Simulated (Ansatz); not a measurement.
Input file for Ansatz (a first-principles code): R-BHLYP/def2-TZVPPD on H4OSi (SMILES O[SiH3]). Files ending in .json are basis or fitting sets from the Basis Set Exchange.

Ansatz 0.2 input:
```yaml
crystal:
  periodic: [false, false, false]
  atoms:
    - {symbol: O, position_ang: [0.32387489, -0.26902843, 4.84790575]}
    - {symbol: Si, position_ang: [0.08864407, 0.24965692, 3.30010928]}
    - {symbol: H, position_ang: [1.06096800, -0.85502442, 5.03494127]}
    - {symbol: H, position_ang: [1.30627516, 0.87078606, 2.72945599]}
    - {symbol: H, position_ang: [-1.02357066, 1.21453255, 3.34970704]}
    - {symbol: H, position_ang: [-0.28978362, -0.88538244, 2.40996587]}
basis:
  gaussian:
    orbitals: def2-TZVPPD.json
hamiltonian:
  xc: {name: BHLYP}
scf: {lower_state_search: off}
```

Question: Predict the final total energy.

Answer: -367.1641 hartree.
